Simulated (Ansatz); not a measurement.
CH7BOSi can be A, `B[SiH2]OC`, or B, `OBC[SiH3]`.

Calculated with Ansatz (gas phase, PBE0-D4/def2-TZVP geometries, no zero-point term in ΔE). CCSD(T)/CBS is the MP2 limit (def2-TZVPP, def2-QZVPP) plus CCSD(T) − MP2 in def2-TZVPP, frozen cores. Functionals use def2-TZVPP. B3LYP here is the variant with VWN-RPA as its local correlation; programs differ in this. Each species was taken in one conformer, which may not be the lowest.

Which is lower in electronic energy at CCSD(T)/CBS, and by how much? (Estimate.)

Ansatz gave: B, by 47.2 kcal/mol.

Give E(B) − E(A) in kcal/mol with B3LYP, LDA (SPW92), PBE0-D4, CCSD/def2-TZVPP, MP2/def2-TZVPP, CCSD(T)/def2-TZVPP, B3LYP-D4. (Estimate.)

Ansatz gave: B3LYP -45.6, LDA (SPW92) -51.7, PBE0-D4 -48.1, CCSD/def2-TZVPP -46.3, MP2/def2-TZVPP -49.7, CCSD(T)/def2-TZVPP -47.2, B3LYP-D4 -45.9. None reverses the order clearly.

Does the order hold for the free energy at 298.15 K (harmonic terms from PBE0-D4)? (Best estimate.)

Computed: Yes: G(B) − G(A) = -46.0 kcal/mol, for one conformer each.

Largest T1 diagnostic: 0.012.

At CCSD(T), def2-SVP lies −4.9 kcal/mol from the extrapolated value and def2-TZVPP −0.1 kcal/mol. In def2-TZVPP, CCSD(T) changes the Hartree–Fock value by −5.8 kcal/mol (the triples alone add −0.9 kcal/mol) and MP2 by −8.3 kcal/mol.
